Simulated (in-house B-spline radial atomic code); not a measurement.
The numbers below are computed, except where a source is named.
**Extrapolating the RPA correlation energy in partial waves: Ar⁸⁺**

All-electron RPA on Hartree-Fock orbitals from a B-spline radial code for spherical atoms, non-relativistic, point nucleus, configuration [He] 2s2 2p6. With empty states up to angular momentum L the sums are:

```csv
L,E_c(L) (hartree)
3,-0.516772
4,-0.549641
5,-0.562665
```

For large l each further wave adds A/(l + 1/2)⁴, because the basis must build the cusp where two electrons meet.

(1) Estimate the limit from L = 4 and L = 5.

(2) How good is the estimate?

## Answers

(1) Wave 5 adds -0.013024, against a sum of (l + 1/2)⁻⁴ of 1.09282e-03, so A = -11.918. The sum over l > 5 is ζ(4, 6.5) = 1.5223e-03, close to 1/(3 × 6³) = 1.5432e-03. The tail is -0.018142 and the limit -0.58081 hartree.

(2) A run to L = 11 sums to -0.57636 and extrapolates to -0.57804 hartree, 0.08 millihartree from the run before. The estimate differs from that by -2.77 millihartree, while the bare sum at L = 5 misses 15.4 millihartree (2.7 %).
